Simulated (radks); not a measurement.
The numbers below are computed, except where a source is named.
Ionisation ladder of platinum, from Pt XXIII to Pt XLIV. Each ion is in the ground configuration listed by NIST, and IE = E(next ion) - E(this ion). Code: a radial shooting solver on a logarithmic mesh with Libxc functionals. Model: Dirac Kohn-Sham, exchange-only PBE, spin-unpolarised, spherical densities, finite nucleus; open shells fill j = l - 1/2 first; Fermi nuclear charge, rms radius 5.427 fm.

species,configuration,E (hartree),"IE, Delta-SCF (eV)",-e(HOMO) (eV),HOMO,<r> HOMO (bohr),"IE, NIST (eV)",kind,error (eV)
Pt XXIII,[Kr] 4d10 4f10,-18239.5616,652.95,629.63,4f7/2,0.453,660,theory,-7.1
Pt XXIV,[Kr] 4d10 4f9,-18215.5662,700.38,676.47,4f7/2,0.446,710,theory,-9.6
Pt XXV,[Kr] 4d10 4f8,-18189.8277,749.00,724.49,4f7/2,0.439,760,theory,-11.0
Pt XXVI,[Kr] 4d10 4f7,-18162.3026,798.77,773.69,4f7/2,0.432,820,theory,-21.2
Pt XXVII,[Kr] 4d10 4f6,-18132.9483,854.84,829.02,4f5/2,0.422,870,theory,-15.2
Pt XXVIII,[Kr] 4d10 4f5,-18101.5336,907.22,880.84,4f5/2,0.416,930,theory,-22.8
Pt XXIX,[Kr] 4d10 4f4,-18068.1937,960.73,933.79,4f5/2,0.410,980,theory,-19.3
Pt XXX,[Kr] 4d10 4f3,-18032.8875,1015.3,987.85,4f5/2,0.405,1040,theory,-24.7
Pt XXXI,[Kr] 4d10 4f2,-17995.5745,1071.0,1043.0,4f5/2,0.399,1090,theory,-19.0
Pt XXXII,[Kr] 4d10 4f1,-17956.2148,1127.8,1099.2,4f5/2,0.394,1140,theory,-12.2
Pt XXXIII,[Kr] 4d10,-17914.7688,1400.8,1373.6,4d5/2,0.414,1402,theory,-1.2
Pt XXXIV,[Kr] 4d9,-17863.2913,1455.5,1428.0,4d5/2,0.411,1454,theory,+1.5
Pt XXXV,[Kr] 4d8,-17809.8026,1510.8,1483.1,4d5/2,0.408,1509,theory,+1.8
Pt XXXVI,[Kr] 4d7,-17754.2805,1566.8,1538.7,4d5/2,0.405,1567,theory,-0.2
Pt XXXVII,[Kr] 4d6,-17696.7035,1623.3,1594.9,4d5/2,0.402,1624,theory,-0.7
Pt XXXVIII,[Kr] 4d5,-17637.0500,1680.3,1651.7,4d5/2,0.399,1680,theory,+0.3
Pt XXXIX,[Kr] 4d4,-17575.2990,1763.5,1734.2,4d3/2,0.390,1763,theory,+0.5
Pt XL,[Kr] 4d3,-17510.4904,1822.6,1793.0,4d3/2,0.387,1821,theory,+1.6
Pt XLI,[Kr] 4d2,-17443.5098,1882.3,1852.4,4d3/2,0.384,1883,theory,-0.7
Pt XLII,[Kr] 4d1,-17374.3369,1942.5,1912.3,4d3/2,0.381,1941,theory,+1.5
Pt XLIII,[Kr],-17302.9517,2173.3,2143.9,4p3/2,0.391,2171,theory,+2.3
Pt XLIV,[Ar] 3d10 4s2 4p5,-17223.0841,2232.3,2202.8,4p3/2,0.389,2228,theory,+4.3

Reference values: NIST Atomic Spectra Database (exp. = measured, semi-emp. = semi-empirical, theory = theoretical value adopted there). The ionisation energy per charge of the ion left behind rises most, in proportion, at Pt XXXIII ([Kr] 4d10), from 35.244 to 42.448 eV. Spin polarisation and multiplet splitting are left out, so open shells lie too high by an amount that depends on their filling.

Beside tabulated values, note that spin-unpolarised runs miss the spin-polarisation part of the exchange energy of open shells.
